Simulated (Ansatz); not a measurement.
Species: CClF, charge 0, multiplicity 1. 
Coordinates optimised at B3LYP-D3(BJ)/def2-TZVP (Ansatz, a program for electronic structure):
SMILES: F[C]Cl
```xyz
3

F     -1.4677    -0.2909     0.0321
C     -0.5979     0.6705    -0.0192
Cl     0.9880    -0.0826    -0.0102
```

Total electronic energies in hartree. Valence correlation only, unless marked. Spin-orbit coupling is left out. No relativistic terms. CBS(X,Y): correlation extrapolated as X^-3; Hartree-Fock from the larger set. The bracket is a focal-point correction in the basis named.

The Hartree-Fock reference is unstable (checked in the largest basis), which strains HF and MP2. 

| level | program | energy (Eh) |
|---|---|---|
| HF/6-31G | Ansatz | -596.59745 |
| HF/aug-cc-pV(D+d)Z | Ansatz | -596.72830 |
| HF/cc-pwCVTZ | Ansatz | -596.77722 |
| RI-HF/cc-pV(T+d)Z | Ansatz | -596.77632 |
| PBE-D4/def2-TZVPD | Ansatz + dftd4 | -597.79873 |
| r2SCAN/def2-TZVPD | Ansatz | -598.02549 |
| B97M-V/def2-TZVPD | Ansatz | -597.96626 |
| B3LYP-D4/def2-TZVPD | Ansatz + dftd4 | -598.13662 |
| r2SCANh/def2-TZVPD | Ansatz | -598.01390 |
| HSE06-D4/def2-TZVPD | Ansatz + dftd4 | -597.81279 |
| wB97M-V/def2-TZVPD | Ansatz | -598.06497 |
| MP2/cc-pV(D+d)Z | Ansatz | -597.15308 |
| MP2/CBS(cc-pV(T+d)Z,cc-pV(Q+d)Z) | Ansatz | -597.4546 |
| SCS-MP2/cc-pVTZ | Ansatz | -597.33676 |
| SCS-MP2/cc-pwCVTZ | Ansatz | -597.35255 |
| CCSD/STO-3G | Ansatz | -590.01733 |
| CCSD/cc-pV(D+d)Z | Ansatz | -597.17875 |
| CCSD/cc-pVTZ | Ansatz | -597.37232 |
| CCSD(T)/6-31G* | Ansatz | -597.13154 |
| CCSD(T)/cc-pVTZ | Ansatz | -597.39816 |
| RI-MP2/CBS(aug-cc-pV(T+d)Z,aug-cc-pV(Q+d)Z)+[CCSD(T)-MP2]/aug-cc-pV(T+d)Z | Ansatz | -597.5072 |
| RI-MP2/CBS(cc-pV(T+d)Z,cc-pV(Q+d)Z)+[CCSD(T)-MP2]/cc-pV(Q+d)Z | Ansatz | -597.5031 |
| CCSD(T)/CBS(aug-cc-pV(T+d)Z,aug-cc-pV(Q+d)Z) | Ansatz | -597.5034 |

Totals of different functionals don't rank their quality; only differences between species are comparable.
